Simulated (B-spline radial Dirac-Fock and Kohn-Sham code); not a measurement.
# Energy-loss ionisation edge M5 of Se

System: atomic selenium, configuration 1s2 2s2 2p6 3s2 3p6 3d10 4s2 4p4. Model: the first Born approximation with generalised oscillator strengths from a Dirac-Hartree-Slater potential (longitudinal and transverse terms; continuum final states only, so no white lines or fine structure). Program: a radial atomic solver. The edge is taken at 63.00 eV (orbital energy of the model).

Partial cross sections σ(β, Δ) in barn, integrated over a window Δ above the edge and up to the collection semi-angle β, for parallel illumination:

```
E₀ (kV)  β (mrad)  Δ = 25 eV  Δ = 50 eV  Δ = 100 eV  Δ = 200 eV  Δ = 300 eV
     60         5      15500      44900       93300      130000      139000
     60        20      26700      75800      165000      245000      269000
     80        20      22700      64400      141000      211000      233000
     80        50      25800      71000      156000      242000      272000
    100         5      12800      37600       80100      114000      124000
    100        10      16500      48200      105000      154000      168000
    120         5      12000      35300       75700      109000      118000
    120        10      15200      44400       96900      143000      157000
    120        20      18300      51600      113000      172000      191000
    200         5          ?          ?           ?           ?           ?
    200        10      12500      36300       79800      120000      132000
    200        50      14800      41300       91300      142000      161000
    300         5       9260      27500       60300       89400       98000
    300        10      11100      31900       70700      107000      119000
```

Q: Give the row for 200 kV and 5 mrad.

A: 10200 b for 25 eV, 30100 b for 50 eV, 65600 b for 100 eV, 96100 b for 200 eV, 105000 b for 300 eV.

Values without a named source are computed, but for edge energies of neutral atoms, which are taken from tables.
